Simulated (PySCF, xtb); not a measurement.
B(H)2(SeH) (BH3Se), SMILES [SeH]B.

Harmonic wavenumbers (cm⁻¹) from GFN2-xTB (xtb) at its own minimum, in rising order: 528, 608, 698, 776, 824, 1157, 2027, 2653, 2705.

Q: What does PBE0-D3(BJ)/def2-TZVP in PySCF give at its own minimum? (Estimate from the structure and the level; the computed values follow.)

A: 603, 606, 706, 878, 917, 1175, 2434, 2616, 2729. Paired by order, the mean absolute difference is 85 cm⁻¹ and the zero-point energies are 17.1 and 18.1 kcal/mol.
